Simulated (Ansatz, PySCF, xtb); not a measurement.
Barrier from R1 to the saddle point P1, each structure at its B3LYP-D3(BJ)/def2-SVP stationary point, reached from a drawn start; harmonic modes at that level show the others as minima.
R1, NH3 (SMILES N) (charge 0, multiplicity 1, Z-matrix in Å and degrees):
```
N
H 1 1.0227
H 1 1.0227 2 105.13
H 1 1.0227 2 105.13 3 -110.69
```
P1, H3N, a first-order saddle point (one imaginary mode, 800i cm⁻¹) (charge 0, multiplicity 1):
```xyz
4

N      0.000     0.000     0.000
H      1.005     0.000     0.000
H     -0.502     0.870     0.000
H     -0.502    -0.870     0.000
```

```json
[
 {"level": "GFN2-xTB", "barrier height (meV)": "261.5", "minus CCSD(T)/CBS(cc-pVTZ, cc-pVQZ)": "18.8"},
 {"level": "HF/cc-pVTZ", "barrier height (meV)": "223.5", "minus CCSD(T)/CBS(cc-pVTZ, cc-pVQZ)": "-19.2"},
 {"level": "HF/cc-pVQZ", "barrier height (meV)": "207.7", "minus CCSD(T)/CBS(cc-pVTZ, cc-pVQZ)": "-35.1"},
 {"level": "SVWN5/def2-TZVPP", "barrier height (meV)": "171.2", "minus CCSD(T)/CBS(cc-pVTZ, cc-pVQZ)": "-71.5"},
 {"level": "PBE-D3(BJ)/def2-TZVPP", "barrier height (meV)": "226.2", "minus CCSD(T)/CBS(cc-pVTZ, cc-pVQZ)": "-16.5"},
 {"level": "BLYP/def2-TZVPP", "barrier height (meV)": "220.5", "minus CCSD(T)/CBS(cc-pVTZ, cc-pVQZ)": "-22.3"},
 {"level": "BLYP-D4/def2-TZVPP", "barrier height (meV)": "221.4", "minus CCSD(T)/CBS(cc-pVTZ, cc-pVQZ)": "-21.3"},
 {"level": "r2SCAN/def2-TZVPP", "barrier height (meV)": "225.3", "minus CCSD(T)/CBS(cc-pVTZ, cc-pVQZ)": "-17.4"},
 {"level": "r2SCAN-D4/def2-TZVPP", "barrier height (meV)": "225.4", "minus CCSD(T)/CBS(cc-pVTZ, cc-pVQZ)": "-17.3"},
 {"level": "B3LYP/def2-TZVPP", "barrier height (meV)": "203.5", "minus CCSD(T)/CBS(cc-pVTZ, cc-pVQZ)": "-39.3"},
 {"level": "PBE0-D3(BJ)/def2-TZVPP", "barrier height (meV)": "210.8", "minus CCSD(T)/CBS(cc-pVTZ, cc-pVQZ)": "-31.9"},
 {"level": "PBE0-D4/def2-TZVPP", "barrier height (meV)": "211.1", "minus CCSD(T)/CBS(cc-pVTZ, cc-pVQZ)": "-31.6"},
 {"level": "wB97X-V/def2-TZVPP", "barrier height (meV)": "202.8", "minus CCSD(T)/CBS(cc-pVTZ, cc-pVQZ)": "-39.9"},
 {"level": "MP2/cc-pVQZ", "barrier height (meV)": "232.0", "minus CCSD(T)/CBS(cc-pVTZ, cc-pVQZ)": "-10.7"},
 {"level": "SCS-MP2/cc-pVQZ", "barrier height (meV)": "242.6", "minus CCSD(T)/CBS(cc-pVTZ, cc-pVQZ)": "-0.2"},
 {"level": "CCSD/cc-pVDZ", "barrier height (meV)": "368.4", "minus CCSD(T)/CBS(cc-pVTZ, cc-pVQZ)": "125.7"},
 {"level": "CCSD/cc-pVQZ", "barrier height (meV)": "243.8", "minus CCSD(T)/CBS(cc-pVTZ, cc-pVQZ)": "1.1"},
 {"level": "CCSD(T)/cc-pVDZ", "barrier height (meV)": "380.6", "minus CCSD(T)/CBS(cc-pVTZ, cc-pVQZ)": "137.9"},
 {"level": "CCSD(T)/cc-pVQZ", "barrier height (meV)": "251.7", "minus CCSD(T)/CBS(cc-pVTZ, cc-pVQZ)": "8.9"},
 {"level": "CCSD(T)/CBS(cc-pVTZ, cc-pVQZ)", "barrier height (meV)": "242.7", "minus CCSD(T)/CBS(cc-pVTZ, cc-pVQZ)": "0.0"}
]
```

 The comparison column counts from a level with limits of its own.

P less R. No zero-point or thermal terms. No path was followed down from the saddle.

Correlated levels freeze the cores. CBS(a, b) extrapolates the correlation energy as X⁻³ and adds the Hartree–Fock energy of set b.

Codes used: Ansatz (a quantum-chemistry and plane-wave program) with Gaussian orbitals; PySCF for the D3/D4 terms; xtb for the GFN methods. No computed number here is a measurement.
